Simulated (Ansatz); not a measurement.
Cost and result for the atomization energy of `[NH2][SbH2]` (6 atoms, 5 bonds).

Z-matrix (Å, degrees):
```
N
Sb 1 2.036
H 1 1.012 2 114.0
H 1 1.012 2 111.2 3 122.4
H 2 1.710 1 93.5 3 63.2
H 2 1.724 1 99.5 3 -27.6
```

Charge 0, multiplicity 1. Correlated methods include outer-core shells of Sb, which these sets cover unevenly. Sb takes the def2 core potential. The structure was optimised at the PBE0-D4/def2-TZVP level. Program: Ansatz. All runs use 2 threads of an Intel Xeon Platinum 8488C on a shared host. Times are those of one run each, without the atoms' runs, and a repeat can differ threefold. Electronic energies, without spin–orbit coupling; frozen cores. CCSD(T)/CBS adds CCSD(T) − MP2 in def2-TZVPP to the MP2 limit, and its time is that of the two runs behind it. T1 = 0.013. With those shells the extrapolation isn't a true limit. B3LYP takes the VWN-RPA correlation (the form of Gaussian; ORCA's B3LYP/G).

CCSD(T)/CBS is a level of theory with its own doubt, some kJ/mol a heavy atom from the limit and from the frozen cores, so smaller differences don't rank the functionals.

| level | functions | wall time |
| --- | --- | --- |
| LDA (SPW92)/def2-TZVPP | 137 | 0.65 s |
| BLYP-D4/def2-TZVPP | 137 | 0.95 s |
| revPBE-D4/def2-TZVPP | 137 | 1 s |
| PBE-D4/def2-TZVPP (with forces) | 137 | 1.2 s |
| BHLYP-D4/def2-TZVPP | 137 | 1.3 s |
| CCSD(T)/def2-SVP | 60 | 1.5 s |
| B3LYP-D4/def2-TZVPP (with forces) | 137 | 1.6 s |
| r2SCAN-D4/def2-TZVPP (with forces) | 137 | 2 s |
| r2SCANh-D4/def2-TZVPP | 137 | 2.1 s |
| ωB97X-V/def2-TZVPP | 137 | 3.4 s |
| MP2/def2-QZVPP | 259 | 8 s |
| CCSD(T)/def2-TZVPP | 137 | 15 s |
| CCSD(T)/CBS(def2) | – | 23 s |

(1) What atomization energy does each give, and how far from CCSD(T)/CBS? (Best estimate.)

Results:

(1) Computed: 
```
                             level  atomization (kcal/mol)  difference from CCSD(T)/CBS  per bond
            LDA (SPW92)/def2-TZVPP                   436.4                         59.7      11.9
                BLYP-D4/def2-TZVPP                   383.8                          7.1       1.4
              revPBE-D4/def2-TZVPP                   371.5                         -5.2      -1.1
   PBE-D4/def2-TZVPP (with forces)                   381.1                          4.4       0.9
               BHLYP-D4/def2-TZVPP                   364.4                        -12.3      -2.5
                  CCSD(T)/def2-SVP                   331.4                        -45.3      -9.1
 B3LYP-D4/def2-TZVPP (with forces)                   380.7                          4.0       0.8
r2SCAN-D4/def2-TZVPP (with forces)                   369.7                         -7.0      -1.4
             r2SCANh-D4/def2-TZVPP                   366.2                        -10.5      -2.1
                ωB97X-V/def2-TZVPP                   381.0                          4.3       0.8
                    MP2/def2-QZVPP                   363.4                        -13.3      -2.7
                CCSD(T)/def2-TZVPP                   361.6                        -15.1      -3.0
                 CCSD(T)/CBS(def2)                   376.7                          0.0       0.0
```

Leaving LDA and LC-ωPBE aside and taking each functional with its dispersion term where it has one, the values, not all of them listed here, spread over 22.7 kcal/mol, from r2SCAN0-D4 to BLYP-D4. LDA lies +57.4 kcal/mol from PBE without D4, its usual overbinding. The D4 term adds +3.4 kcal/mol with B3LYP and +1.7 kcal/mol with PBE0; it sums over pairs of atoms, weighted by their polarisabilities, and B3LYP, whose exchange is more repulsive, gets the larger term. At CCSD(T), def2-SVP lies −45.3 kcal/mol from the extrapolated value and def2-TZVPP −15.1 kcal/mol: correlation converges slowly with the basis, and small sets miss more of it in the bonded molecule than in its fragments.
